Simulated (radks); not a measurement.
The numbers below are computed, except where a source is named.
How relativity changes the ionisation of neutral argon ([Ar]) to Ar+ ([Ne] 3s2 3p5). Spin-unpolarised spherical Kohn-Sham, PBEsol, point nucleus unless stated (finite: rms radius 3.4274 fm), a radial shooting solver on a logarithmic mesh with Libxc functionals. A level marked "c x" has the speed of light scaled by that factor and shares open shells by 2j + 1; other Dirac levels either fill j = l - 1/2 first or share by 2j + 1.

\begin{tabular}{lrrrrr}
level & E(Ar) (hartree) & E(Ar+) (hartree) & IE (eV) & HOMO & <r> HOMO (bohr) \\ \hline
non-rel. & -526.60663 & -526.01752 & 16.030 & 3p & 1.664 \\
scalar-rel. & -528.48401 & -527.89551 & 16.014 & 3p & 1.664 \\
scalar-rel., finite nucleus & -528.48332 & -527.89483 & 16.014 & 3p & 1.664 \\
Dirac, 2j+1 shares & -528.48621 & -527.89769 & 16.014 & 3p3/2 & 1.667 \\
Dirac, low j first & -528.48621 & -527.90013 & 15.948 & 3p3/2 & 1.667 \\
Dirac, 2j+1 shares, finite nucleus & -528.48552 & -527.89700 & 16.014 & 3p3/2 & 1.667 \\
Dirac, c x 0.75 & -529.97042 & -529.38235 & 16.002 & 3p3/2 & 1.670 \\
Dirac, c x 2 & -527.07355 & -526.48459 & 16.026 & 3p3/2 & 1.665 \\
Dirac, c x 5 & -526.68120 & -526.09212 & 16.030 & 3p3/2 & 1.665 \\
\end{tabular}

NIST Atomic Spectra Database: 15.760 eV (measured). The relativistic part of the total energy of Ar is -1.879 hartree (Dirac, 2j+1 shares, finite nucleus), 0.36 % of the non-relativistic value. Spin polarisation and multiplet splitting of open shells are left out at every level.

Beside tabulated values, note that spin-unpolarised runs miss the spin-polarisation part of the exchange energy of open shells.
